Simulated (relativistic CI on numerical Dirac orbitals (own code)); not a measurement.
# Slater and spin-orbit integrals, Lu⁶³⁺

These numbers are calculated, not measured: Dirac-Coulomb-Breit CI, KLI orbitals optimised for each configuration, model QED, unscaled Slater integrals (own radial code, finite nucleus).

Slater integrals F^k, G^k are unscaled and averaged over j, outside the closed core 1s2; ζ comes from projecting the Hamiltonian with its Breit term on Σ l·s of the shell.

- 2s²2p⁴: F^2(2p,2p) = 1.3405e+06, ζ(2p) = 6.2622e+06 cm⁻¹; <r>(2p) = 0.07008, <r^2>(2p) = 0.00599 (bohr units).
- 2s2p⁵: G^1(2s,2p) = 1.4478e+06, ζ(2p) = 6.2468e+06 cm⁻¹; <r>(2s) = 0.07915, <r^2>(2s) = 0.007438, <r>(2p) = 0.07016, <r^2>(2p) = 0.006003 (bohr units).
- 2p⁵3s: ζ(2p) = 6.307e+06, G^1(2p,3s) = 145350 cm⁻¹; <r>(2p) = 0.06992, <r^2>(2p) = 0.005963, <r>(3s) = 0.1873, <r^2>(3s) = 0.0401 (bohr units).

Averages of the first 10 configurations, taken without configuration mixing, which lowers the lowest level and can move excited configurations by several eV; other configurations of the list can lie among them:

```csv
Configuration,Parity,States,Average energy above the lowest level (eV)
2s²2p⁴,even,15,785.3
2s2p⁵,odd,12,1960.0
2p⁶,even,1,3193.7
2p⁵3s,odd,12,11453.9
2p⁵3p,even,36,11782.7
2s²2p³3s,odd,40,9115.2
2p⁵3d,odd,60,12062.3
2s²2p³3p,even,120,9455.0
2s²2p³3d,odd,200,9734.7
2s2p⁴3s,even,60,10254.8
```
